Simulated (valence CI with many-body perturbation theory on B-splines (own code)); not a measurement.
**Energy levels of Tl67+**

Level of theory: relativistic CI+MBPT: four valence electrons over a frozen Dirac-Fock core [Ne], a basis of 11 s, 11 p, 9 d, 7 f, 5 g, 2 h, 1 i functions for each j, with the one-electron correlation potential Σ1 (screened to all orders), the two-electron term Σ2, the three-electron term Σ3, Breit, model QED; selected single and double excitations, second order for the rest (own B-spline code, finite nucleus).

No measured spectrum was set against this ion. As an estimate, large intervals hold to a few tenths of a per cent, small ones and those within an open d or f shell to about a per cent.

Levels 1 to 45 of 72, with energies above the lowest level, (3s^2 3p1/2^2) J=0. "Leading %" is the weight of the configuration and term that name the level; weights of strongly mixed levels are sums over their largest components and can fall short. In the jj column 3d3/2^4 stands for four electrons in 3d with j = 3/2. Lifetimes count E1, E2, E3, M1 and M2 decay at the calculated energies, and are blank where another channel may lead or the interval is too uncertain; long ones can be off by a factor of two.

```
No.  Configuration  Term  J  E (eV)  Leading %  Second component  Lifetime                    Leading jj
  1         3s²3p²    ³P  0     0.0         68    32 % 3s²3p² ¹S                    3s^2 3p1/2^2 (100 %)
  2         3s²3p²    ³P  1   542.8        100                     1.01 ns      3s^2 3p1/2 3p3/2 (100 %)
  3         3s²3p²    ¹D  2   553.0         65    35 % 3s²3p² ³P   38.5 ns      3s^2 3p1/2 3p3/2 (100 %)
  4          3s3p³   ³P°  2   739.0         47    26 % 3s3p³ ⁵S°   27.4 ps       3s 3p1/2^2 3p3/2 (97 %)
  5          3s3p³   ³D°  1   768.6         26    24 % 3s3p³ ¹P°    656 fs       3s 3p1/2^2 3p3/2 (80 %)
  6        3s²3p3d   ³F°  2   789.6         74  20 % 3s²3p3d ¹D°   73.6 ps       3s^2 3p1/2 3d3/2 (99 %)
  7        3s²3p3d   ³D°  1   840.9         42  25 % 3s²3p3d ¹P°   99.1 fs       3s^2 3p1/2 3d3/2 (80 %)
  8        3s²3p3d   ³P°  2   935.6         46  34 % 3s²3p3d ³D°   1.92 ps       3s^2 3p1/2 3d5/2 (98 %)
  9        3s²3p3d   ³F°  3   937.3         49  28 % 3s²3p3d ¹F°   2.77 ps       3s^2 3p1/2 3d5/2 (99 %)
 10        3s3p²3d    ³D  1   990.8         46   37 % 3s3p²3d ⁵F   13.6 ps       3s 3p1/2^2 3d3/2 (99 %)
 11        3s3p²3d    ³D  2   999.2         30   17 % 3s3p²3d ⁵F   14.1 ps       3s 3p1/2^2 3d3/2 (99 %)
 12         3s²3p²    ³P  2  1104.0         64    34 % 3s²3p² ¹D    224 ps           3s^2 3p3/2^2 (99 %)
 13         3s²3p²    ¹S  0  1126.8         67    31 % 3s²3p² ³P    274 ps           3s^2 3p3/2^2 (98 %)
 14        3s3p²3d    ³D  3  1131.3         36   18 % 3s3p²3d ⁵D   2.52 ps       3s 3p1/2^2 3d5/2 (99 %)
 15        3s3p²3d    ³F  2  1147.0         26   21 % 3s3p²3d ¹D   2.30 ps       3s 3p1/2^2 3d5/2 (98 %)
 16          3s3p³   ³D°  2  1270.4         49    45 % 3s3p³ ⁵S°    890 fs       3s 3p1/2 3p3/2^2 (96 %)
 17          3s3p³   ³D°  3  1291.9         95                     1.26 ps       3s 3p1/2 3p3/2^2 (95 %)
 18          3s3p³   ³P°  0  1303.9         84  15 % 3s²3p3d ³P°    713 fs       3s 3p1/2 3p3/2^2 (84 %)
 19          3s3p³   ¹D°  2  1319.9         53  14 % 3s²3p3d ³D°    351 fs       3s 3p1/2 3p3/2^2 (69 %)
 20          3s3p³   ³P°  1  1321.2         31    20 % 3s3p³ ³D°    425 fs       3s 3p1/2 3p3/2^2 (80 %)
 21          3s3p³   ³S°  1  1334.3         30    29 % 3s3p³ ³P°    142 fs       3s 3p1/2 3p3/2^2 (98 %)
 22        3s²3p3d   ³F°  3  1374.1         47  38 % 3s²3p3d ¹F°    215 fs       3s^2 3p3/2 3d3/2 (95 %)
 23        3s²3p3d   ³P°  1  1381.4         44  31 % 3s²3p3d ³D°    116 fs       3s^2 3p3/2 3d3/2 (80 %)
 24        3s²3p3d   ³D°  2  1381.4         37    22 % 3s3p³ ¹D°   92.5 fs       3s^2 3p3/2 3d3/2 (67 %)
 25        3s²3p3d   ³P°  0  1382.4         84    15 % 3s3p³ ³P°    142 fs       3s^2 3p3/2 3d3/2 (84 %)
 26        3s²3p3d   ³F°  4  1470.9         99                      553 ps       3s^2 3p3/2 3d5/2 (99 %)
 27        3s²3p3d   ³P°  2  1482.5         43  42 % 3s²3p3d ¹D°   3.06 ps       3s^2 3p3/2 3d5/2 (97 %)
 28        3s3p²3d    ⁵F  2  1501.4         28       15 % 3p⁴ ³P   1.81 ps   3s 3p1/2 3p3/2 3d3/2 (75 %)
 29        3s²3p3d   ³D°  3  1506.4         64  33 % 3s²3p3d ¹F°   1.09 ps       3s^2 3p3/2 3d5/2 (96 %)
 30        3s3p²3d    ⁵D  0  1508.3         76   14 % 3s3p²3d ³P   8.61 ps   3s 3p1/2 3p3/2 3d3/2 (95 %)
 31        3s3p²3d    ⁵D  1  1511.1         50   23 % 3s3p²3d ⁵F   7.00 ps  3s 3p1/2 3p3/2 3d3/2 (100 %)
 32        3s3p²3d    ⁵F  3  1517.5         42   35 % 3s3p²3d ³F   6.42 ps   3s 3p1/2 3p3/2 3d3/2 (98 %)
 33        3s²3p3d   ¹P°  1  1518.4         62  25 % 3s²3p3d ³P°   1.50 ps       3s^2 3p3/2 3d5/2 (97 %)
 34            3p⁴    ³P  2  1525.9         33       17 % 3p⁴ ¹D    404 fs        3p1/2^2 3p3/2^2 (50 %)
 35        3s3p²3d    ³G  4  1537.0         32   19 % 3s3p²3d ¹G   22.8 ps   3s 3p1/2 3p3/2 3d3/2 (97 %)
 36            3p⁴    ¹S  0  1541.3         44       24 % 3p⁴ ³P    334 fs        3p1/2^2 3p3/2^2 (69 %)
 37        3s3p²3d    ³F  2  1552.3         55    9 % 3s3p²3d ³P    359 fs   3s 3p1/2 3p3/2 3d3/2 (87 %)
 38        3s3p²3d    ³D  3  1560.4         32   16 % 3s3p²3d ¹F    202 fs   3s 3p1/2 3p3/2 3d3/2 (96 %)
 39        3s3p²3d    ³P  1  1565.4         30   27 % 3s3p²3d ⁵P    188 fs   3s 3p1/2 3p3/2 3d3/2 (98 %)
 40        3s3p²3d    ³D  2  1569.1         24   19 % 3s3p²3d ⁵P    129 fs   3s 3p1/2 3p3/2 3d3/2 (84 %)
 41        3s3p²3d    ³G  3  1570.1         42   20 % 3s3p²3d ³F    186 fs   3s 3p1/2 3p3/2 3d3/2 (98 %)
 42        3s3p²3d    ³D  1  1571.6         47   16 % 3s3p²3d ¹P    158 fs   3s 3p1/2 3p3/2 3d3/2 (98 %)
 43        3s3p²3d    ³F  2  1601.0         22    14 % 3s²3d² ³F    101 fs   3s 3p1/2 3p3/2 3d3/2 (70 %)
 44        3s3p²3d    ³D  1  1601.1         43   22 % 3s3p²3d ³P   91.6 fs   3s 3p1/2 3p3/2 3d3/2 (96 %)
 45        3s3p²3d    ³P  0  1605.6         48    18 % 3s²3d² ³P    119 fs   3s 3p1/2 3p3/2 3d3/2 (52 %)
```

The ionisation energy to 3s²3p ²P°1/2 of the next ion comes out as 8261.3 eV (NIST: 8260 ± 40 eV (theoretical)). All 72 levels together are meant to be complete up to 1784.8 eV.
